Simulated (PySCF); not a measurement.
Computed shifts of a molecule C3H12OSi2, PBE0/pcSseg-1 (PySCF), GIAO, gas phase, equivalent atoms averaged, in ppm (number of nuclei): ¹³C: 3.1 (3). ²⁹Si: 21.5 (1), -43.2 (1). ¹H: 5.27 (3), 0.45 (9). References: ¹³C against TMS (σ = 186.3 ppm); ²⁹Si against TMS (σ = 352.7 ppm); ¹⁷O against H2O (σ = 334.2 ppm); ¹H against TMS (σ = 31.56 ppm), references at their B3LYP-D3(BJ)/def2-TZVP geometries, non-relativistic. Coordinates come from a r2SCAN-D4/def2-SVP optimisation. One conformer was computed; it need not be the lowest.

Question: Pick the molecule that these values belong to.
A. CC[SiH2][SiH2]CO
B. C[Si](C)(C)O[SiH3]
C. C[Si](C)(C)[SiH2]O
D. C[SiH2]CCO[SiH3]

Answer: B, C[Si](C)(C)O[SiH3]
